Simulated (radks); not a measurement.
Task: The lanthanum ion La3+, [Xe]. All-electron calculation, non-relativistic Kohn-Sham, r2SCAN, spin-polarised, spherical densities, point nucleus; meta-GGA in the generalised Kohn-Sham scheme. Program: a radial shooting solver on a logarithmic mesh with Libxc functionals. Every spin shell is full or empty, so the densities are truly spherical. Functionals are evaluated on that one density, not self-consistently. Rank these orbital-free kinetic functionals by their error against the exact value of the orbitals, and give that value: Thomas-Fermi, von Weizsacker, TF + vW, TF + vW/5, LC94, APBEK, revAPBEK, Thakkar, Pearson, LKT, PG1, DePristo-Kress.

Result: Exact: 8219.91 hartree. From best to worst, with 100 (|E| - |E exact|)/|E exact| (equal figures are ties): LC94 +0.04, APBEK +0.08, DePristo-Kress -0.14, revAPBEK +0.25, Thakkar -0.65, Pearson -0.91, TF + vW/5 +2.84, Thomas-Fermi -5.13, PG1 +14.29, LKT +18.24, TF + vW +34.73, von Weizsacker -60.14.
